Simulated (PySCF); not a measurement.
InI2, SMILES [In]([I])[I], multiplicity 2. Atoms are numbered in the order given.

```xyz
3

In     0.0000     0.0000     0.9003
I      0.0000    -2.4421    -0.4162
I      0.0000     2.4421    -0.4162
```
Charge 0, spin multiplicity 2.

Coordinates come from a PBE-D3(BJ)/def2-SVP optimisation. The multiplicity is an assumed one; other spin states were not compared. The isomer is the one that the SMILES or the coordinates give; other isomers of the formula were not compared. The def2 effective core potentials stand for the cores of I, In; spin–orbit coupling is left out.

Method: PBE-D3(BJ)/def2-SVP in PySCF.

Frequencies are harmonic and unscaled.

**Question.** Give all harmonic wavenumbers and intensities. (An estimate is asked for; the answer gives what the named calculation found.)

**Answer.** 
| mode | ν (cm⁻¹) | IR (km/mol) | moving atoms (share of kinetic energy) |
|---|---|---|---|
| 1 | 36 | 0.4 | I 69 %, In 31 % |
| 2 | 142 | 4.4 | I 62 %, In 38 % |
| 3 | 189 | 30.2 | In 63 %, I 37 % |
